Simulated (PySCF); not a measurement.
**How methods differ on the excitation energy of Pt+**

Pt+ [Xe] 4f14 5d9 (2D) → Pt+ [Xe] 4f14 5d8 6s1 (4F), as a difference of total energies. Calculation: PySCF 2.14, in ANO-RCC-VTZP; scalar relativity by spin-free X2C-1e. Correlated levels: valence: [Xe] 4f14 frozen. The calculations carry no spin-orbit coupling.

| method | excitation energy (cm⁻¹) |
| --- | --- |
| UHF | 2364.1 |
| MP2 (valence) | 7245.3 |
| SCS-MP2 (valence) | 8515.8 |
| CCSD (valence) | 6557.0 |
| CCSD(T) (valence) | 7112.0 |

Task: How much does correlation contribute at CCSD(T) (valence)?

Result: 7112.0 − (2364.1) = 4747.9 cm⁻¹, measured against UHF.

A first-order spin-orbit estimate (lowest level to lowest level, LS coupling) adds -0.311 eV.

The basis was made for the ground configuration and has no added diffuse functions, so the excitation energy can come out too high.
